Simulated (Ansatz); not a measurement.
The molecule MgP, multiplicity 4 (lowest of 2S+1 = 2, 4 at CCSD(T)/def2-TZVPP on PBE0 minima; our sources give no spin for the ground state, which may be another).

Constants: fifth-degree fit in 1/R to seven points, most abundant isotopes. In def2 and cc sets the state is the lowest found near the PBE0 minimum, followed along R.

Programs: Ansatz (a first-principles code). Each number belongs to the level named beside it.

Energies at wB97X-V/def2-TZVPP:

| R (Å) | E (hartree) |
|---|---|
| 2.357892 | -541.25501616 |
| 2.421276 | -541.25705899 |
| 2.479590 | -541.25791615 |
| 2.545509 | -541.25795921 |
| 2.611429 | -541.25724786 |
| 2.687490 | -541.25574834 |
| 2.776228 | -541.25339723 |

### Question
With a reduced mass of 13.5175 u, find the minimum, the force constant and the constants.

### Answer
A fifth-degree polynomial in 1/R puts the minimum at r_e = 2.5151 Å with force constant 85.8 N/m. Then ω_e = (1/2πc)√(k/μ) = 328 cm⁻¹ and B_e = h/(8π²cμr_e²) = 0.1971 cm⁻¹; the cubic and quartic terms give α_e = 0.0018 and ω_e x_e = 2.7 cm⁻¹.
